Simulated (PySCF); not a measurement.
Compound: C5H11As.
Bonds: C1–C2 (double), C2–C3, C3–C4, C4–As5, As5–C6. Hydrogens: H7, H8 on C1; H9 on C2; H10, H11 on C3; H12, H13 on C4; H14 on As5; H15, H16, H17 on C6.

Method: PBE0-D3(BJ)/def2-SVP geometry optimisation, gas phase in PySCF 2.14.0.

(1) What internal coordinates does the optimisation give?

Results:

(1) 
```
                  bond  length (bohr)   order
                 C1=C2          2.520  double
                 C2–C3          2.830  single
                 C3–C4          2.890  single
                C4–As5          3.749  single
                As5–C6          3.719  single
                 C1–H7          2.070  single
                 C1–H8          2.066  single
                 C2–H9          2.075  single
        C3–H10, C3–H11          2.087  single
        C4–H12, C4–H13          2.082  single
               As5–H14          2.892  single
C6–H15, C6–H16, C6–H17          2.077  single
```

Bonds in one row agree within 0.02 bohr and their mean is given. Orders are formal, as drawn. A selection of angles:
```
     angle  degrees
  C2–C1–H7    121.4
  C2–C1–H8    121.6
  H7–C1–H8    117.0
  C1–C2–C3    124.8
  C1–C2–H9    118.8
  C3–C2–H9    116.4
  C2–C3–C4    113.9
 C2–C3–H10    109.1
 C4–C3–H10    109.2
H10–C3–H11    106.2
 C3–C4–As5    114.1
 C3–C4–H12    110.3
As5–C4–H12    108.4
As5–C4–H13    106.4
H12–C4–H13    107.5
 C4–As5–C6     96.8
C4–As5–H14     94.5
C6–As5–H14     95.6
As5–C6–H15    112.3
As5–C6–H16    109.3
H15–C6–H16    109.3
H16–C6–H17    108.1
```

Torsions: C1–C2–C3–C4 115° (anticlinal); C2–C3–C4–As5 62° (synclinal); C3–C4–As5–C6 167° (antiperiplanar). The mirror-image conformer, all signs reversed, is as good.

The C–C distances run from 1.334 Å (C1=C2, drawn double) to 1.529 Å (C3–C4, drawn single), a spread of 0.195 Å. Of the pairs four or more bonds apart, As5···H9 is among the closest relative to their van der Waals radii: 3.06 Å, 100 % of the sum of Bondi's values. As5 (arsenic bonded to 2 C and H) is pyramidal (angles 96.8°, 95.6° and 94.5°, sum 286.9°, 0.93 Å off the plane of its three neighbours).

Point group: C1 (no symmetry element, even within 0.4 Å). Not checked by PBE0-D3(BJ)/def2-SVP frequencies. The numbers are those of one conformer.
